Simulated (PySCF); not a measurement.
Compound: C₂H₅NOSi.
Bonds: C1–O2, O2–Si3, Si3–C4, C4–N5 (triple). Hydrogens: H6, H7, H8 on C1; H9, H10 on Si3.

Torsions of this conformer, `[CH3:1][O:2][SiH2:3][C:4]#[N:5]`: C1–O2–Si3–C4 60°.

The closed-shell ground state was solved at several levels (PySCF, density fitting, gas phase, non-relativistic). Isolated species at its PBE0-D3(BJ)/def2-SVP geometry (one conformer only).

```
         level  basis functions  total energy (Eh)  HOMO (eV)  LUMO (eV)  gap (eV)  dipole (D)
B97-2/pcSseg-2              257          -498.7383      -8.68      -1.11      7.57        3.20
 PBE0/pcSseg-1              117          -498.3044      -8.90      -0.93      7.97        3.18
```

Question: Estimate the row for CAM-B3LYP/def2-SVPD, a basis of 147 functions; the other rows only guide the guess.

Answer: Total energy -498.3788 Eh, HOMO -10.41 eV, LUMO 0.03 eV, gap 10.44 eV, dipole 3.26 D.

Question: Over all these levels, which gives the widest orbital gap and which the narrowest?

Answer: CAM-B3LYP/def2-SVPD (range-separated hybrid) has the widest, 10.44 eV, and B97-2/pcSseg-2 (global hybrid, 21 % exact exchange) the narrowest, 7.57 eV. Functional and basis both differ between the two, so the spread mixes both effects.

Question: How far do the dipole and the HOMO energy spread over the levels?

Answer: The dipole runs from 3.18 to 3.26 D (mean 3.21 D) and the HOMO from -10.41 to -8.68 eV.
